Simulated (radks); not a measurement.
Q: These are the eigenvalues of the occupied orbitals of an atom or ion with whole-number occupations (hartree). All-electron calculation, Dirac Kohn-Sham, PBE, spin-unpolarised, spherical densities, finite nucleus; Fermi nuclear charge, rms radius of each element as measured or else 0.836 A^(1/3) + 0.57 fm. Program: a radial shooting solver on a logarithmic mesh with Libxc functionals.

1s1/2: -461.4295
2s1/2: -84.29875
2p1/2: -78.75865
2p3/2: -77.37852
3s1/2: -31.10386
3p1/2: -29.26783
3p3/2: -28.96014

Which element is it, and in what charge state? The configuration may be excited. Open shells, if any, are shared by 2j + 1.

A: Z = 33, arsenic, charge +20: As20+ in [Ne] 3s2 3p1. The list shows which subshells hold electrons but not how many an open one holds; the 1s level, -461.43 hartree, gives Z - s = 30.4 by -(Z - s)^2/2, which with screening and relativity narrows Z to a few neighbours, and the depths of the outer levels then fix element, charge and occupations together.
